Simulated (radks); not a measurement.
Values are calculated unless marked as measured or tabulated.
Valence configurations of Tc+ (all share [Kr]). Level of theory: scalar-relativistic Kohn-Sham, PBE, spin-polarised, spherical densities, finite nucleus; open shells are filled with parallel spins first (spin-orbit coupling, left out, can overturn this in heavy ions); Fermi nuclear charge, rms radius 4.4112 fm (a radial shooting solver on a logarithmic mesh with Libxc functionals). Energies are relative to 4d5 5s1; eigenvalues in eV for spin up.

valence          E (eV)  moment (Bohr magnetons)    e(4d)    e(5p)    e(5s)
4d5 5s1           0.000                        6  -15.323        -  -12.157
4d3 5s1 5p2      20.640                        6  -23.139  -10.411  -16.178
4d4 5p2          14.453                        6  -20.294   -9.515        -
4d4 5s1 5p1       9.128                        6  -19.246   -8.940  -14.233
4d5 5p1           4.838                        6  -16.464   -7.998        -
4d4.5 5s1 5p0.5   4.270                        6  -17.287   -8.163  -13.210
4d5.5 5s0.5       0.374                        5  -13.857        -  -11.439
4d4 5s2           5.940                        4  -18.108        -  -13.137
4d3 5s2 5p1      17.253                        4  -22.132   -9.601  -15.208
4d2.5 5s1.5 5p2  25.712                        5  -24.609  -10.759  -16.670

NIST lists [Kr] 4d5 5s1 as the ground configuration; this level of theory agrees among the configurations tried. The energies are those of spherical high-spin densities, not of single terms.
